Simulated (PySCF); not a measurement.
Match the calculated data to a structure.

All candidates are C9H9N.

| technique | computed result |
| --- | --- |
| 1H NMR | chemical shifts (computed TMS as zero) by class: 8.01 (1 H), 7.63 (1 H), 7.24 (1 H), 6.96 (1 H), 6.83 (1 H), 6.75 (1 H), 2.60 (3 H) ppm [GIAO PBE0/pcSseg-1] |
| 13C NMR | chemical shifts (computed TMS as zero) by class: 134.9 (1 C), 128.1 (1 C), 123.7 (1 C), 122.5 (1 C), 119.4 (1 C), 116.6 (1 C), 113.9 (1 C), 111.8 (1 C), 13.6 (1 C) ppm [GIAO PBE0/pcSseg-1] |
| NMR, other nuclei | isotropic shieldings of nuclei other than C and H, by class: 48 (1 N) ppm [GIAO PBE0/pcSseg-1] |
| Dipole | 0.85 D [PBE0/pcSseg-1] |
| Rotational structure | rotational constants A, B, C: 2.693, 1.314, 0.888 GHz [GFN2-xTB] |

The electronic properties come from PySCF, for the isolated species, density fitting. Levels stand in brackets. Geometry: GFN2-xTB; no solvent, vibrations or thermal averaging. Each NMR value is the plain mean over a class of atoms that symmetry, rotation or inversion makes alike.

Question: Which candidate is it?
A. `C=C1C=CC([C@@H](C)C#N)=C1`
B. `[H]\N=C/C1=C/C=C\C=C/C=C\1`
C. `Cc1ccn2ccccc12`

Answer: C. It is `Cc1ccn2ccccc12`. Numbering: `[CH3:1][c:2]1[cH:3][cH:4][n:5]2[cH:6][cH:7][cH:8][cH:9][c:10]12`. Its formula, C9H9N, gives 6 degrees of unsaturation: 2 rings and 4 π bonds in the structure found (Kekulé form). 9 carbons fall into 9 classes; from least to most shielded: ring-fusion aromatic carbon [C10] (134.9 ppm), aromatic CH next to a ring nitrogen [C6] (128.1 ppm), aromatic CH carbon [C9] (123.7 ppm), aromatic CH carbon [C3] (122.5 ppm), aromatic CH carbon [C8] (119.4 ppm), aromatic CH carbon [C7] (116.6 ppm), substituted aromatic carbon [C2] (113.9 ppm), aromatic CH next to a ring nitrogen [C4] (111.8 ppm), benzylic-type carbon [C1] (13.6 ppm). Hydrogen classes from least to most shielded: 1 H on an aromatic CH next to a ring nitrogen, C6 (8.01 ppm), 1 H on an aromatic CH carbon, C9 (7.63 ppm), 1 H on an aromatic CH next to a ring nitrogen, C4 (7.24 ppm), 1 H on an aromatic CH carbon, C3 (6.96 ppm), 1 H on an aromatic CH carbon, C8 (6.83 ppm), 1 H on an aromatic CH carbon, C7 (6.75 ppm), 3 H on a benzylic-type carbon, C1 (2.60 ppm). The other shieldings belong to: 48 ppm, pyrrole-type nitrogen [N5]. The optimised geometry has point group Cs and is an asymmetric top.

The others, at the same levels:
- `C=C1C=CC([C@@H](C)C#N)=C1` fails: its computed 13C shifts are 159.2 (1 C), 153.2 (1 C), 139.2 (1 C), 134.7 (1 C), 133.5 (1 C), 126.5 (1 C), 125.3 (1 C), 27.5 (1 C), 22.4 (1 C) ppm, 1H shifts are 6.91 (1 H), 6.52 (1 H), 6.25 (1 H), 6.23 (1 H), 6.14 (1 H), 3.45 (1 H), 1.51 (3 H) ppm and rotational constant A is 2.971 GHz (against 2.693 GHz).
- `[H]\N=C/C1=C/C=C\C=C/C=C\1` fails: its computed 13C shifts are 172.4 (1 C), 148.5 (1 C), 147.2 (1 C), 146.0 (1 C), 142.1 (1 C), 141.4 (1 C), 140.6 (1 C), 139.9 (1 C), 137.7 (1 C) ppm, 1H shifts are 10.79 (1 H), 8.08 (1 H), 6.51 (1 H), 6.40 (1 H), 6.37 (1 H), 6.28 (1 H), 6.25 (1 H), 6.14 (1 H), 6.13 (1 H) ppm and rotational constant A is 2.417 GHz (against 2.693 GHz).

Each candidate is one conformer, not necessarily the lowest. Dipoles, sizes and rotational constants follow the conformer. The torsions of the flexible species, by atom-mapped SMILES:
- `[CH2:1]=[C:2]1[CH:3]=[CH:4][C:5]([C@@H:6]([CH3:7])[C:8]#[N:9])=[CH:10]1`: C4–C5–C6–C7 -63°
- `[H]\[N:1]=[CH:2]/[C:3]1=[CH:4]/[CH:5]=[CH:6]\[CH:7]=[CH:8]/[CH:9]=[CH:10]\1`: N1–C2–C3–C4 174°
